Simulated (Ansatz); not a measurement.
Cost and result for the atomization energy of `[SiH3][O][In]([SH])[Cl]` (9 atoms, 8 bonds).

```xyz
9

Si   -1.339    1.049   -0.686
O    -0.399    0.166    0.318
In    1.270   -0.860    0.208
S     2.060   -1.940    2.137
Cl    2.319   -0.909   -1.845
H    -2.660    0.385   -0.859
H    -1.556    2.400   -0.102
H    -0.711    1.206   -2.028
H     1.015   -1.497    2.859
```

The species carries charge 0 and has multiplicity 1. Correlated methods include outer-core shells of In, which these sets cover unevenly. In: def2 effective core potential. The structure was optimised at the PBE0-D4/def2-TZVP level. It is one conformer, not always the lowest. Program: Ansatz. Hardware: A = 2 threads of an AMD EPYC 7R13 on a shared host; B = 2 threads of an AMD EPYC 7R13 on a shared host and a share of an NVIDIA H100 80 GB. Times are those of one run each, without the atoms' runs, and a repeat can differ threefold. Electronic energies, without spin–orbit coupling; frozen cores. CCSD(T)/CBS adds CCSD(T) − MP2 in def2-TZVPP to the MP2 limit, and its time is that of the two runs behind it. T1 = 0.014. With those shells the extrapolation isn't a true limit. B3LYP takes the VWN-RPA correlation (the form of Gaussian; ORCA's B3LYP/G).

CCSD(T)/CBS is a level of theory with its own doubt, some kJ/mol a heavy atom from the limit and from the frozen cores, so smaller differences don't rank the functionals.

```
                                 level  functions  wall time  atomization (kJ/mol)  difference from CCSD(T)/CBS  per bond
                    MP2/def2-QZVPP [B]        469      4.4 s                2744.3                          6.7       0.8
   PBE-D4/def2-TZVPP (with forces) [A]        263      4.6 s                2703.4                        -34.2      -4.3
                CCSD(T)/def2-TZVPP [B]        263      5.5 s                2640.7                        -96.9     -12.1
                PBE0-D4/def2-TZVPP [A]        263        7 s                2668.3                        -69.3      -8.7
r2SCAN-D4/def2-TZVPP (with forces) [A]        263      8.5 s                2718.4                        -19.2      -2.4
                     CCSD(T)/CBS(def2)          –      9.9 s                2737.6                          0.0       0.0
 B3LYP-D4/def2-TZVPP (with forces) [A]        263       10 s                2669.3                        -68.3      -8.5
                 B2PLYP/def2-TZVPP [A]        263       11 s                2654.1                        -83.5     -10.4
                ωB97X-V/def2-TZVPP [A]        263       15 s                2739.1                          1.5       0.2
  ωB97M-V/def2-TZVPP (with forces) [A]        263       22 s                2723.4                        -14.2      -1.8
```

The D4 term adds +38.7 kJ/mol with B3LYP and +20.8 kJ/mol with PBE0; it sums over pairs of atoms, weighted by their polarisabilities, and B3LYP, whose exchange is more repulsive, gets the larger term. In def2-TZVPP, CCSD(T) changes the Hartree–Fock value by +692.6 kJ/mol (the triples alone add +48.4 kJ/mol) and MP2 by +737.8 kJ/mol; breaking electron pairs costs correlation energy, which Hartree–Fock lacks. From PBE to PBE0 (25 % exact exchange), in def2-TZVPP and without D4, the atomization energy moves by −32.1 kJ/mol: exact exchange takes away binding that semilocal exchange gives to molecules.

Spin–orbit coupling would lower the free In atoms strongly, and the atomization energy with them, by more than many differences here.
